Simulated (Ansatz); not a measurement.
Molecule: CH6BO2Si, charge -1, multiplicity 1. It need not be the lowest isomer of its formula. Whether it binds its extra electron was not tested at this geometry. 
Structure (B3LYP-D3(BJ)/def2-TZVP (Ansatz, a quantum-chemistry and plane-wave program) minimum search):
SMILES: C[SiH-]B(O)O
```xyz
11

C     -2.2108     0.5252    -0.1005
Si    -0.7933    -0.7200    -0.6522
B      0.8642     0.0960     0.1857
O      1.2228     1.4417     0.1391
O      1.8821    -0.6988     0.7475
H     -2.2635     0.7074     0.9772
H     -3.1922     0.1681    -0.4304
H     -2.0403     1.4899    -0.5900
H     -0.9571    -1.8074     0.4330
H      2.1080     1.5489     0.5144
H      1.5573    -1.6021     0.8089
```
Charge -1, spin multiplicity 1.

Basis-set convergence of Hartree-Fock and MP2 correlation energies (hartree) with Ansatz. Cores are frozen in the correlated levels unless marked. No spin-orbit coupling. Non-relativistic. This anion needs diffuse functions, which these sets lack.

| basis | functions | E(HF) | E(corr, MP2) |
|---|---|---|---|
| cc-pV(D+d)Z | 109 | -504.78717 | -0.71303 |
| cc-pV(T+d)Z | 243 | -504.87435 | -0.89906 |
| cc-pV(Q+d)Z | 464 | ? | ? |

### Question
Fill in the missing entries.

### Answer

- cc-pV(Q+d)Z, E(HF): -504.89672
- cc-pV(Q+d)Z, E(corr, MP2): -0.96561
